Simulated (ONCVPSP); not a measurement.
Reading a pseudo-wave (Br (Z = 35))

Columns: radius, all-electron u(r) and pseudo u(r) of the 3d shell (level -90.79 eV) of bromine in the configuration [Ne] 3s2 3p6 3d10 4s2 4p3; PBE, scalar-relativistic, ONCV scheme, ONCVPSP 4.0.1.

```tsv
r (bohr)	all-electron	pseudo
0.050	0.0513	0.0111
0.100	0.2438	0.0822
0.150	0.5101	0.2457
0.200	0.7734	0.4955
0.250	0.9909	0.7904
0.300	1.1476	1.0691
0.350	1.2452	1.2792
0.400	1.2906	1.3928
0.450	1.2954	1.4136
0.500	1.2694	1.3643
0.550	1.2222	1.2790
0.600	1.1611	1.1851
0.650	1.0916	1.0973
0.700	1.0178	1.0179
0.750	0.9428	0.9425
0.800	0.8686	0.8683
0.850	0.7968	0.7965
0.900	0.7282	0.7280
0.950	0.6635	0.6633
1.000	0.6030	0.6029
1.050	0.5469	0.5467
1.100	0.4950	0.4949
1.150	0.4474	0.4473
1.200	0.4038	0.4037
1.250	0.3640	0.3639
1.300	0.3279	0.3278
```

**Question.** How many radial nodes do the two functions have?

**Answer.** The all-electron 3d function has n − l − 1 = 0; the pseudo-wave has 0.

**Question.** At about which radius was the pseudo-wave matched?

**Answer.** 0.75 bohr, where the columns begin to agree (steps of 0.05 bohr).

**Question.** Is the pseudo-wave norm-conserving?

**Answer.** Yes: the ONCV scheme keeps the norm inside the radius equal to the all-electron one, which fixes the energy derivative of the logarithmic derivative at the level.
